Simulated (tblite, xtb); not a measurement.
C$_{2}$F$_{3}$N (SMILES N#CC(F)(F)F), singlet, at a GFN2-xTB geometry. Base run: GFN1-xTB in xtb.

Geometry (Å):
```xyz
6

C     -0.0003     0.0033    -0.3078
C      0.0012    -0.0124     1.1694
F     -0.0081     1.2538    -0.7766
F      1.0814    -0.6081    -0.7974
F     -1.0759    -0.6206    -0.7953
N      0.0024    -0.0244     2.3077
```
Charge 0, spin multiplicity 1.
All else is at xtb's defaults.
Base energy -22.79669 Eh.

Programs used: tblite, xtb; a row that names a program was run with it.

The base run was repeated with changes; each row names its change, and settings that it needs were set with it.

```csv
change,ΔE vs base (kJ/mol),HOMO-LUMO gap (eV),dipole (D),SCF cycles
base,0.00,6.59,0.37,10
program = tblite; method = gfn1,0.00,-,-,-
acc = 1000,0.00,6.59,0.37,6
"program = tblite; method = gfn1; option = (--guess, eeq)",0.00,-,-,-
acc = 30,0.00,6.59,0.37,8
file = coord,0.00,6.59,0.37,10
acc = 0.0001,0.00,6.59,0.37,12
gbsa = methanol,-1.16,6.61,0.43,10
program = tblite; method = gfn1; option = --grad,0.00,-,-,-
```

ALPB and GBSA are two models with their own fitted parameters for each solvent, which aren't always the measured dielectric constant.
